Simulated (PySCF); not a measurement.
C3H6N2O2Si.
SMILES with atom numbers: `[CH3:1][O:2][c:3]1[n:4][n:5][c:6]([SiH3:7])[o:8]1` (hydrogens: H9, H10, H11 on C1; H12, H13, H14 on Si7)

Cartesian coordinates in Å at the PBE0-D3(BJ)/def2-SVP level; atoms count from 1:
```xyz
14
C3H6N2O2Si angstrom
C      2.9782    0.4376    0.9514
O      1.6567    0.9469    1.0699
C      0.7274    0.2194    0.5109
N      0.8358   -0.8934   -0.1434
N     -0.4453   -1.2250   -0.5076
C     -1.2356   -0.3049   -0.0580
Si    -3.1056   -0.2104   -0.2186
O     -0.5260    0.6615    0.6127
H      3.0510   -0.5564    1.4168
H      3.6264    1.1529    1.4693
H      3.2648    0.3519   -0.1069
H     -3.5216   -1.3700   -1.0496
H     -3.4832    1.0785   -0.8666
H     -3.7220   -0.2742    1.1381
```

Computed with PySCF at PBE0/pcSseg-1 and wB97X-D/def2-SVPD, non-relativistic, on one gas-phase PBE0-D3(BJ)/def2-SVP geometry that isn't relaxed in the solvent. The solvent is an IEF-PCM continuum (cavity from Bondi-type radii × 1.2). The model holds no explicit solvent molecules, cavitation or dispersion.

Gas phase at PBE0/pcSseg-1: HOMO -7.47 eV, LUMO -0.61 eV, dipole 2.16 D.

Task: What does the continuum do to the energy, the frontier levels and the dipole at PBE0/pcSseg-1 in chloroform and acetone?

Result: 
```csv
solvent,ε,E(solvent) − E(gas) (kJ/mol),polarisation term (kJ/mol),distortion of the solute (kJ/mol),HOMO (eV),LUMO (eV),dipole (D)
chloroform,4.711,-21.37,-23.83,2.46,-7.55,-0.69,2.65
acetone,20.49,-28.46,-32.92,4.46,-7.59,-0.72,2.85
```

The polarisation term is half the interaction of the solute with the surface charges that it induces; the rest is the cost of distorting the solute's density. The sum is the electrostatic part of solvation alone. From chloroform to acetone the lowering changes by a factor 1.33, Onsager's factor (ε − 1)/(2ε + 1) by 1.30 and ε itself by 4.3.

Task: Which radius a makes the point-dipole formula ΔE = −[(ε − 1)/(2ε + 1)]·μ²/a³ give the value in acetone, with the gas-phase dipole?

Result: μ = 0.851 au and |ΔE| = 0.01084 Eh give a = 1.66 Å; the farthest nucleus lies 4.02 Å from the centroid of the nuclei, so such a sphere wouldn't even hold the nuclei. The formula assumes a rigid point dipole at the centre of a sphere.

Task: Give the dipole vector in the frame of the coordinates (D, pointing from negative to positive charge), gas and acetone.

Result: Gas (0.58, 1.74, 1.15), solvent (0.45, 2.37, 1.52). Its length changes by +32 % and its direction by 6°.

Task: Which Hirshfeld charges (PBE0/pcSseg-1) respond most in acetone (means over atoms taken as equivalent)?

Result: 
```csv
atoms,environment,gas (e),solvent (e),change
N5,pyridine-type nitrogen,-0.145,-0.178,-0.033
N4,pyridine-type nitrogen,-0.184,-0.211,-0.027
C6,substituted aromatic carbon,+0.014,+0.022,+0.008
C3,aromatic carbon bearing oxygen,+0.199,+0.207,+0.008
Si7,SiH3 silicon,+0.330,+0.337,+0.007
H9/H10/H11,methyl hydrogen,+0.056,+0.062,+0.006
O8,furan-type oxygen,-0.077,-0.071,+0.006
H12/H13/H14,Si–H hydrogen,-0.063,-0.059,+0.004
```

Gas phase at wB97X-D/def2-SVPD: HOMO -9.34 eV, LUMO 1.09 eV, dipole 2.16 D.

Task: What does the continuum do to the energy, the frontier levels and the dipole at wB97X-D/def2-SVPD in acetone?

Result: 
```tsv
solvent	ε	E(solvent) − E(gas) (kJ/mol)	polarisation term (kJ/mol)	distortion of the solute (kJ/mol)	HOMO (eV)	LUMO (eV)	dipole (D)
acetone	20.49	-26.64	-31.61	4.97	-9.47	0.97	2.96
```

Task: How does the static polarisability (wB97X-D/def2-SVPD, frozen core, with the continuum's full static response) change?

Result: 
```
 medium  isotropic (au)  principal values (au)  ⟨r²⟩ of the electrons (bohr²)
    gas            83.2      60.7, 74.1, 114.9                         1392.5
acetone           107.3     81.0, 102.6, 138.2                         1390.7
```

The isotropic value in acetone is 1.29 times the gas-phase one; no cavity-field correction is applied. ⟨r²⟩ is taken about the centre of nuclear charge.

The pairwise dispersion term of wB97X-D wasn't added to the energies; at a given geometry it leaves orbitals and properties as they are.
